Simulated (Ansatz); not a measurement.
A run for Ansatz (a quantum-chemistry and plane-wave program): U-wB97X-V/def2-TZVPP on ClGeH3 (SMILES [Cl][GeH3]), a point of a bond scan (R = 1.740 Å).

Ansatz 0.2 input:
```yaml
crystal:
  periodic: [false, false, false]
  atoms:
    - {symbol: Ge, position_ang: [-0.68437382, 0.03163627, 0.00355747]}
    - {symbol: Cl, position_ang: [1.05366335, -0.04870726, -0.00547708]}
    - {symbol: H, position_ang: [-1.06958507, 1.46669244, -0.37372973]}
    - {symbol: H, position_ang: [-1.14315274, -0.32666519, 1.42174700]}
    - {symbol: H, position_ang: [-1.18623477, -0.98290436, -1.03034895]}
basis:
  gaussian:
    orbitals: def2-TZVPP
hamiltonian:
  xc: {name: wB97X-V}
magnetization: {spin_polarized: true, initial_magnetization: 0}
```

What total energy does the run end on?

-2538.6881 hartree.

How many basis functions does it have, and what does it roughly cost on one machine?

132 functions; around 6 core-seconds (rough).
